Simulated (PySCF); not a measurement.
# Tm⁺: ionisation energy

Tm⁺ [Xe] 4f13 6s1 [4f5/2^6 4f7/2^7 6s1/2^1, M_J = 4] → Tm²⁺ [Xe] 4f13 [4f5/2^6 4f7/2^7, M_J = 7/2], as a difference of total energies. All numbers are calculated (PySCF 2.14, the two-component X2C-1e Hamiltonian, in x2c-TZVPPall-2c (11s11p10d4f2g, 140 functions)). Correlated levels: [Ar] 3d10 frozen; the 18 highest virtual spinors dropped. "Screened" scales the spin-orbit matrix elements by Boettger's factors to mimic the two-electron term; Breit and QED terms are absent.

```
                    method  ionisation energy (eV)
           GHF (spin-free)                  11.151
          GMP2 (spin-free)                  12.090
 GHF (screened spin-orbit)                  11.156
GMP2 (screened spin-orbit)                  12.093
```

Problem. How much does correlation contribute at GMP2 (screened spin-orbit)?

Solution. 12.093 − (11.156) = 0.937 eV, measured against GHF (screened spin-orbit).

The spin-free rows relax to the high-spin LS determinant and lack the spin-orbit shift.

The labels give the starting determinants; with spin-orbit coupling the two ends relaxed to ⟨J²⟩ = 20.01, ⟨L²⟩ = 12.11, ⟨S²⟩ = 2.10 and ⟨J²⟩ = 15.76, ⟨L²⟩ = 12.11, ⟨S²⟩ = 0.85.

For comparison: 12.065 ± 0.02 eV (semi-empirical (NIST evaluation); NIST Atomic Spectra Database, ionization energies).
